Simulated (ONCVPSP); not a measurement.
**Before and after: ONCV potential for selenium**

Se (Z = 34), optimised norm-conserving Vanderbilt (ONCV), made with ONCVPSP 4.0.1 (LDA (Perdew-Wang 92), scalar-relativistic). Core [Ar] 3d10, reference 4s2 4p3 (charge +1). Waves: 4s: rc 1.45 bohr, ncon 5, nbas 9, qcut 5.1 1/bohr, 2 projectors, debl 1.6 Ha; 4p: rc 1.55 bohr, ncon 3, nbas 6, qcut 4.9 1/bohr, 1 projector. Local part: polynomial inside 1.35 bohr (lpopt 5, dvloc0 0 Ha). Core correction: none.

Change: all radii scaled by about 1.06 (s 1.54, p 1.64 bohr); local potential polynomial inside 1.42 bohr (lpopt 5, dvloc0 0 Ha).

Cutoffs: the cutoffs (Ha) at which the residual kinetic energy of the hardest occupied pseudo-wave falls to 1 and 0.1 mHa per electron; they do not see the model core or the augmentation charge, which bear on the density cutoff. Errors are all-electron minus pseudo energies relative to the spin-unpolarised reference configuration.

Task: Predict the effect on cutoff, ghosts and configuration errors.

Result: The potential gets neither clearly harder nor softer (12 Ha and 78 Ha → 12 Ha and 23 Ha); the bound ghost in s disappears; the errors of the 4 common tests hardly move.

```tsv
quantity	base	changed
cutoff, loose	12 Ha	12 Ha
cutoff, tight	78 Ha	23 Ha
loose cutoff by channel	s 12 Ha, p 11 Ha	s 12 Ha, p 10 Ha
bound ghosts	s	none
GHOST(+) flags under 300 eV	none	s at 91.3 eV
error for 4s2 4p4, meV [ΔE -11.00 eV]	+6.4	+6.2
error for 4s2 4p2, meV [ΔE 20.55 eV]	+7.3	+7.4
error for 4s2 4p1, meV [ΔE 51.71 eV]	+49	+49
error for 4s1 4p4, meV [ΔE 11.59 eV]	+6.9	+7.9
```

 A true bound ghost makes a file unfit for plane-wave use even where its test errors are small: the radial tests pick states by their node count and pass the ghost by.
